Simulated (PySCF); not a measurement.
## MP2, SCS-MP2 and SOS-MP2 from spin components

System: C2H9AlOSi, singlet, geometry from GFN2-xTB (such geometries of metal compounds can be far from the true shape). Level: MP2/6-31G* (PySCF). Sums are taken with unrounded values, so a last digit can differ.

PySCF was given this input:
```python
from pyscf import gto, scf, mp

mol = gto.M(
    atom='''
Al    0.164182    0.803069    0.529355
C     1.719929    1.911976   -0.042751
H     2.653789    1.343703    0.007146
H     1.852685    2.808578    0.565673
H     1.616324    2.235768   -1.082929
C    -1.100345    1.113640    2.039929
H    -1.092930    0.274954    2.742768
H    -2.131097    1.202428    1.683529
H    -0.874444    2.017105    2.609319
O    -0.122035   -0.585963   -0.386096
Si   -0.393204   -1.924513   -1.270148
H    -1.599104   -2.564109   -0.740573
H     0.781901   -2.785423   -1.120705
H    -0.577864   -1.495704   -2.658076
''',
    basis='6-31g*',
    charge=0,
    spin=0,
    verbose=4,
)

mf = scf.RHF(mol)
mf.kernel()

pt = mp.MP2(mf, frozen=13)
pt.kernel()
print('E(MP2) = %.10f' % pt.e_tot)
mf.analyze()
```

It gave an SCF energy of -686.761946 Eh, a same-spin correlation energy of -0.130307 Eh and an opposite-spin one of -0.435690 Eh.

Task: Work out the MP2, SCS-MP2 (6/5 and 1/3) and SOS-MP2 (1.3 and 0) correlation and total energies.

Result: MP2: -0.435690 + (-0.130307) = -0.565997 Eh, total -687.327943 Eh, as the program printed. SCS-MP2: 1.2 × (-0.435690) + (-0.130307)/3 = -0.566264 Eh, total -687.328210 Eh. SOS-MP2: 1.3 × (-0.435690) = -0.566397 Eh, total -687.328343 Eh. Opposite spins carry 77 % of the MP2 correlation; same-spin pairs are already kept apart by exchange.
